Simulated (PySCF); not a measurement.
A structure optimised at PBE-D3(BJ)/def2-SVP, used in a PySCF frequency run:

```
C
H 1 1.1106
H 1 1.1186 2 106.03
O 1 1.4260 2 107.28 3 -121.53
H 4 0.9751 1 107.63 2 172.80
Si 1 1.8923 2 109.14 3 119.18
F 6 1.6379 1 110.27 2 -71.45
H 6 1.4986 7 108.25 1 121.66
Cl 6 2.0671 8 108.40 7 -117.36
```

Task: Write its SMILES and formula.

Result: OC[Si@@H](F)Cl, CH4ClFOSi

Task: What are its rotational constants (standard atomic weights)?

Result: 3.5109, 2.3120, 1.5154 GHz
